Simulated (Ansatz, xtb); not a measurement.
**Relative energy of two isomers of C8H10**

Structure a is `C#C[C@H]1C[C@@H](C=C)C1`, a singlet and structure b is `C#C[C@H]1C[C@H](C=C)C1`, a singlet. Both are isolated molecules in the gas phase, relaxed with B3LYP/def2-SVP, each in the lowest conformer that the search found.

Which of the two would you expect CCSD(T)/def2-SVP + ΔMP2/def2-TZVPP electronic energies to favour?

CCSD(T)/def2-SVP + ΔMP2/def2-TZVPP gives E(b) − E(a) = +0.96 kcal/mol, slightly favouring structure a, which is too small a margin to settle the true order.

The same difference at several levels:

| level | geometry | E(b) − E(a) (kcal/mol) | departure from the last row (kcal/mol) | job, with rough time for the two |
| --- | --- | --- | --- | --- |
| B3LYP/def2-SVP | B3LYP/def2-SVP | +1.13 | +0.17 | optimisation, 87 s |
| HF/def2-SVP | B3LYP/def2-SVP | +1.13 | +0.17 | part of the CCSD(T) run |
| MP2/def2-SVP | B3LYP/def2-SVP | +1.16 | +0.20 | part of the CCSD(T) run |
| CCSD(T)/def2-SVP | B3LYP/def2-SVP | +1.10 | +0.14 | single point |
| CCSD(T)/def2-SVP + ΔMP2/def2-TZVPP | B3LYP/def2-SVP | +0.96 |  | single point, 2 min |

As drawn, both hold the same kinds of bond in the same numbers.

The largest departure from CCSD(T)/def2-SVP + ΔMP2/def2-TZVPP is that of MP2/def2-SVP, 0.20 kcal/mol. Levels run at GFN2-xTB geometries aren't shown. The last row adds to CCSD(T) the change of the MP2 difference between the two basis sets, here −0.14 kcal/mol.

With thermal terms from frequencies at re-optimised GFN2-xTB minima (ideal gas, soft modes damped towards free rotors, one conformer each, 298.15 K, 1 atm): on the last row, ΔE + ΔZPE = +0.92, ΔH = +0.95, ΔG = +0.89 kcal/mol.

The correlated steps freeze 8 core orbitals. Run with Ansatz 0.2.0, xtb 6.7.1; the last row on 2 threads of AMD EPYC 9R45 96-Core Processor (Zen 5) on a shared host.
